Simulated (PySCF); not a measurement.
2-methyl-1,3-dioxole (C4H6O2), SMILES CC1OC=CO1.

Coordinates come from a PBE0-D3(BJ)/def2-SVP optimisation. The values are those of a single conformer.

Two levels are set side by side: TDA-PBE/def2-SVPD (PySCF) and TDA-B3LYP/def2-SVPD (PySCF). Vertical, same geometry. The lowest singlet is HOMO→LUMO+1 100 % with PBE and HOMO→LUMO+1 98 % with the other functional; states are paired by order. Differences are taken from unrounded values.

```json
[
 {"quantity": "lowest singlet excitation (eV)", "TDA-B3LYP": "5.20", "TDA-PBE": "4.71", "TDA-PBE minus TDA-B3LYP": "-0.49"},
 {"quantity": "lowest triplet excitation (TDA) (eV)", "TDA-B3LYP": "3.70", "TDA-PBE": "3.65", "TDA-PBE minus TDA-B3LYP": "-0.06"},
 {"quantity": "first bright state (f over 0.05) (eV)", "TDA-B3LYP": "6.09", "TDA-PBE": "5.71", "TDA-PBE minus TDA-B3LYP": "-0.37"},
 {"quantity": "its oscillator strength", "TDA-B3LYP": "0.11", "TDA-PBE": "0.06", "TDA-PBE minus TDA-B3LYP": "-0.05"}
]
```

A lower first singlet is the usual sign of a functional without exact exchange. Differences between two approximate levels are no errors against the true value.

Rough cost on one machine, each run with all the roots and properties that it gave: TDA-B3LYP against TDA-PBE about 2 times.
